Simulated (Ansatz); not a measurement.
GeMeI3 (CH3GeI3), relaxed as a singlet with RKS PBE-D4/def2-SVP in Ansatz, starting from the GFN2-xTB geometry. Force threshold 0.02 eV/Å.

In the def2 sets I takes a core potential; there is no spin–orbit coupling.

Start:

Cartesian coordinates in Å:
```
Ge 0.440 0.549 0.424
C -0.634 -0.788 -0.608
H 0.028 -1.407 -1.209
H -1.332 -0.272 -1.262
H -1.189 -1.420 0.080
I -1.126 2.052 1.750
I 1.808 1.959 -1.191
I 2.005 -0.671 2.016
```

**Question.** Estimate the energy that the relaxation releases and the steps that it takes.

**Answer.** 0.04 eV, in 4 steps; 9.1 s on 2 threads of AMD EPYC 7R13 on a shared host. No frequencies were taken in this run, so the end may be a saddle point.

**Question.** Does the start keep its bonding and symmetry?

**Answer.** By distances, no bond broke or formed. The bond that changes most is Ge1–C2, from 2.00 to 1.96 Å (atoms count from 1). Point group C3 at the start, C3v at the end, both within 0.05 Å.

**Question.** Predict the relaxed structure.

**Answer.** 
```xyz
8

Ge    0.423    0.526    0.406
C    -0.630   -0.783   -0.604
H     0.064   -1.420   -1.184
H    -1.312   -0.238   -1.283
H    -1.209   -1.397    0.112
I    -1.126    2.030    1.750
I     1.788    1.957   -1.195
I     2.002   -0.676    1.998
```
Bond lengths: 3 × Ge–I 2.54 Å; 1 × C–Ge 1.96 Å; 3 × C–H 1.11 Å.
